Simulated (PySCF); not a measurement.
C2H3N, SMILES [N+](C)#[C-].

Geometry optimised at PBE0-D3(BJ)/def2-TZVP.

Two levels are set side by side: PBE/def2-TZVPD (PySCF) and CAM-B3LYP/def2-TZVPD (PySCF). Same geometry, gas phase. Differences are taken from unrounded values.

| quantity | CAM-B3LYP | PBE | PBE minus CAM-B3LYP |
|---|---|---|---|
| orbital gap (eV) | 10.88 | 6.58 | -4.30 |
| highest occupied level (eV) | -10.28 | -7.09 | 3.19 |
| lowest empty level (eV) | 0.60 | -0.51 | -1.11 |
| dipole moment (D) | 3.86 | 3.97 | 0.11 |
| mean polarisability (bohr³) | 30.8 | 32.1 | 1.3 |

Without exact exchange PBE keeps part of each electron's self-repulsion, which lifts occupied levels and narrows the gap. Loosely held outer electrons make PBE densities more polarisable. Differences between two approximate levels are no errors against the true value.

Rough cost on one machine, each run with all the roots and properties that it gave: CAM-B3LYP against PBE within a factor of 2.
